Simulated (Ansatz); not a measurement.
Input file for Ansatz (an electronic-structure program): R-B3LYP/def2-TZVPP on CCl2 (SMILES Cl[C]Cl), atoms moved off the minimum.

Ansatz 0.2 input:
```yaml
crystal:
  periodic: [false, false, false]
  atoms:
    - {symbol: Cl, position_ang: [-1.35632998, -0.27042113, 0.10830121]}
    - {symbol: C, position_ang: [-0.10380317, 0.77551291, 0.00043106]}
    - {symbol: Cl, position_ang: [1.43352138, -0.06001786, 0.02054726]}
basis:
  gaussian:
    orbitals: def2-TZVPP
hamiltonian:
  xc: {name: B3LYP}
scf: {lower_state_search: off}
output: {forces: true}
```

Output:

```
WARN ansatz: RAYON_NUM_THREADS=4 ignored (pool sized by the plan → 4); use --threads N
Functional definition: B3LYP
these checks for a lower state are left out or cut short: stability, starts, cluster_reference, orbital_swaps, neighbouring_geometries, increment
integrals: 0.04 GiB planned
806 factors; their error is unknown
mean field: 0.36 GiB planned
mean field evaluation 1: about -26079.9476 eV, gradient 2.1e1 eV
mean field evaluation 2: about -26077.9518 eV, gradient 3.5e1 eV
mean field evaluation 4: about -26081.0704 eV, gradient 1.4e0 eV
mean field evaluation 8: about -26081.0759 eV, gradient 2.9e-2 eV
mean field evaluation 16: about -26081.1238 eV, gradient 4.0e-5 eV
mean field -26081.12384476 eV, -958.4636228743 hartree, gradient 8.5e-6 eV, S^2 0.000000; 0 other end points of the search recorded, 0 dependent functions left out
the calculation of the forces begins
reference -26081.12406337 eV, -958.4636309081 hartree; 20, 20 occupied and 95, 95 virtual orbitals, 806 factors
Total energy: -26081.12406337 eV, -958.4636309081 hartree
Atom 0 at    -1.356330    -0.270421     0.108301 Å, force    -1.378207    -1.264082     0.126840 eV/Å
Atom 1 at    -0.103803     0.775513     0.000431 Å, force     1.577680     1.247896    -0.130867 eV/Å
Atom 2 at     1.433521    -0.060018     0.020547 Å, force    -0.199473     0.016186     0.004027 eV/Å
Dipole moment:    -0.108091    -0.281030     0.023038 e Å
Checks for a lower state left out: stability, starts, cluster_reference, orbital_swaps, neighbouring_geometries, increment
```

Self-consistency was reached.

Cost: around 1.2 core-seconds (rough).
